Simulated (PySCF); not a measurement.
CH6CdOSi. Atoms are numbered in the order given.

```xyz
10

Cd    -0.0240     0.0919    -0.0092
O     -1.3030    -0.0263    -1.5319
C     -1.6974    -1.1689    -2.2280
H     -2.4251    -0.8906    -3.0162
H     -0.8618    -1.6898    -2.7446
H     -2.2015    -1.9295    -1.5926
Si     1.5437     0.4193     1.8944
H      0.7984     0.6175     3.1732
H      2.4153     1.6115     1.6725
H      2.4235    -0.7775     2.0502
```
Charge 0, spin multiplicity 1.

Geometry optimised at B3LYP-D3(BJ)/def2-SVP. The structure was generated by enumeration; whether it is a known compound was not checked. The def2 effective core potentials stand for the cores of Cd; spin–orbit coupling is left out. One conformer was computed; it need not be the lowest.

These are r2SCAN/def2-TZVP run with PySCF values and carry that method's errors.

Gas-phase values at a fixed geometry.

| Property | Value |
|---|---|
| total energy | -574.20589 hartree |
| highest occupied level | -5.65 eV |
| lowest empty level | -1.44 eV |
| orbital gap | 4.21 eV |
| dipole moment | 1.61 D |
| quadrupole, principal values (traceless, Buckingham form, about the centre of nuclear charge) | -8.47, 3.66, 4.82 D·Å |
| mean static polarisability | 83.4 bohr³ (12.36 Å³) |
| polarisability, principal values | 63.3, 64.0, 122.9 bohr³ |
